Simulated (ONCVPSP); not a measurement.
## Hf (Z = 72): variants of one ONCV potential

Base potential:

ONCVPSP 4.0.1 input, shortened (lines: element, Z, core and valence counts, functional; n l f; lmax; l rc ep ncon nbas qcut; lloc lpopt rc5 dvloc0; l nproj debl; icmod fcfact rcfact), PBEsol, scalar-relativistic:

```
  Hf 72.00   12    2  -116133      upf
    1    0    2.00
    2    0    2.00
    2    1    6.00
    3    0    2.00
    3    1    6.00
    3    2   10.00
    4    0    2.00
    4    1    6.00
    4    2   10.00
    4    3   14.00
    5    0    2.00
    5    1    6.00
    5    2    2.00
    6    0    2.00
    2
    0    3.15    0.00    4    8    1.80
    1    2.70    0.03    4    8    2.80
    2    2.40    0.00    4    8    5.70
    4    5    2.35    1.00
    0    2    3.50
    1    2    2.10
    2    1    1.20
    3    6.00    1.35
```

In the p channel the program set the typed energies aside and used 0.050, 2.150 Ha.

All-electron outer shells of the reference configuration (PBEsol, scalar-relativistic, ld1.x):

```
shell  level (eV)  outermost node (bohr)  outermost maximum (bohr)
   4f      -16.86                      –                      0.45
   6s       -5.13                   1.37                      2.89
   5d       -2.71                   0.67                      1.69
```

Cutoffs, loose and tight: the cutoffs (Ha) at which the residual kinetic energy of the hardest occupied pseudo-wave falls to 1 and 0.1 mHa per electron. They do not see the model core or the augmentation charge, which bear on the density cutoff. Test errors are all-electron minus pseudo excitation energies from the reference, over the configurations 5d2 6s1; 5d2 6s0; 5d1 6s0; 5d1 6s2. A dash means not determined; rows that change the core or the reference have their own tests. The largest error is taken over the tests solved by every variant that gives reliable tests at all: 5d1 6s2; 5d2 6s0; 5d2 6s1.

For the base: The cutoffs count occupied waves only; projector 2 of the p channel, the hardest unoccupied one, needs 38 Ha at the loose tolerance.

| change | outcome | cutoff, loose | cutoff, tight | bound ghosts | GHOST(+) flags above zero | largest test error (meV) |
| --- | --- | --- | --- | --- | --- | --- |
| base | generated, projector energies reset by the program | 11 Ha | 16 Ha | none | s, p | -180 |
| d: qcut 6.1 | generated, projector energies reset by the program | 12 Ha | 16 Ha | none | s, p | -180 |
| fully relativistic; s: rc 2.4, qcut 2.4 | generated | 11 Ha | 20 Ha | none | s, p3/2, p1/2 | -158 |
| core correction Teter function, fcfact 2.75, rcfact 1.55 | generated, projector energies reset by the program | 11 Ha | 16 Ha | none | s, p | -278 |

Question: What comes out with this change to the base: core correction Teter function, fcfact 6.8, rcfact 1.35?

Answer: outcome: generated, projector energies reset by the program; cutoff, loose: 11 Ha; cutoff, tight: 16 Ha; bound ghosts: none; GHOST(+) flags above zero: s, p; largest test error (meV): -199.
